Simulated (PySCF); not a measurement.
**Relaxation of quartet RuO2Br**

Method: PySCF, UPBE0, basis Ru def2-TZVP with ECP28, O def2-TZVP, Br def2-TZVP (scalar-relativistic core potentials, no spin–orbit coupling, density fitting). A (50,194) grid was used.

A hand-made trigonal planar start, of C2v symmetry, held to at least that symmetry:

```xyz
4
charge 0 multiplicity 4, angstrom
Ru   -0.7578    0.0000    0.0000
O    -1.6128    1.4809    0.0000
O    -1.6128   -1.4809    0.0000
Br    1.6322    0.0000    0.0000
```

**Question.** What forces act on the atoms at the start (eV/Å)?

**Answer.** 
```json
{"atom": "Ru1", "Fx": "-0.07", "Fy": "0.00", "Fz": "0.00"}
{"atom": "O2", "Fx": "0.35", "Fy": "-1.29", "Fz": "0.00"}
{"atom": "O3", "Fx": "0.35", "Fy": "1.29", "Fz": "0.00"}
{"atom": "Br4", "Fx": "-0.63", "Fy": "0.00", "Fz": "0.00"}
```

**Question.** What does it relax to?

**Answer.** It ends at C2v with Ru–Br 2.353 Å, Ru–O 1.683 Å (×2); Br–Ru–O 122.6° (×2), O–Ru–O 114.9°. A frequency run shows a minimum.

**Question.** How much energy is released, and in how many steps?

**Answer.** 7.3 kJ/mol in 4 steps.

With open d or f shells other occupations or spin states may lie lower. At this level a doublet minimum of C2v symmetry lies 40 kJ/mol below this structure.

The relaxation took 23 s on 4 threads of a shared Arm Neoverse V2 host, with 150 basis functions and 5 gradients; the process peaked at 0.86 GiB. Launch command: `OMP_NUM_THREADS=4 python axn.py task.json out`.
